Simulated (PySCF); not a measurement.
Job for PySCF: R-HF/STO-3G on CH9AlN2 (a complex), monomers drawn apart or pushed together.

```python
from pyscf import gto, scf, dft, mp
from pyscf.data.elements import chemcore

mol = gto.M(
    atom='''
    C    -0.50060950   -0.40744734    1.56201586
    N    -0.35294685    0.28769917    0.29149530
    Al    0.81695944   -0.00879326   -1.00557997
    H    -0.35640435    0.25774005    2.41985788
    H     0.24624773   -1.20005822    1.63602003
    H    -1.48544535   -0.87618195    1.66539196
    H    -1.03470934    1.02621013    0.18673627
    H     0.73648686    0.91151431   -2.28393564
    H     1.86112229   -1.17196098   -0.79044003
    N    -0.13447722    0.20539316    6.64920830
    H     0.37958279   -0.51250136    6.15157272
    H    -1.10019084    0.14835592    6.34688243
    H     0.22602124    1.10168627    6.34234321
    ''',
    basis='sto-3g',
    charge=0, spin=0, verbose=3, max_memory=1800)
mf = scf.RHF(mol)
mf.conv_tol = 1e-8
mf.max_cycle = 100
mf.kernel()
if not mf.converged:
    mf = mf.newton().run(mf.mo_coeff, mf.mo_occ)
```

Output:

```
converged SCF energy = -389.118191333359
```

Self-consistency was reached.

Cost: about 0.27 core-seconds (a rough figure).
